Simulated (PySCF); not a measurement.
Computed IR spectrum (relative IR intensity) of a molecule C₅H₆F₂. Coordinates come from a ωB97X-D3(BJ)/def2-SVP optimisation. One conformer was computed; it need not be the lowest. Method: ωB97X-D3(BJ)/def2-SVP run with PySCF. No scaling factor is applied to the harmonic values.

| ν (cm⁻¹) | relative intensity |
|---|---|
| 494 | 10 |
| 584 | 8.1 |
| 734 | 7.0 |
| 755 | 15 |
| 967 | 39 |
| 981 | 18 |
| 1025 | 8.4 |
| 1046 | 16 |
| 1053 | 2.5 |
| 1123 | 71 |
| 1293 | 100 |
| 1315 | 20 |
| 1354 | 60 |
| 1430 | 52 |
| 1450 | 9.4 |
| 1468 | 6.1 |
| 1734 | 6.0 |
| 1841 | 54 |
| 3076 | 14 |
| 3157 | 4.4 |
| 3211 | 3.4 |
| 3233 | 3.7 |

Question: Which structure fits?
A. F[C@@H]1CC=C[C@@H]1F
B. C=C(F)C/C=C/F
C. C=C/C(F)=C(\C)F
D. C/C=C/C=C(F)F

Answer: C, C=C/C(F)=C(\C)F
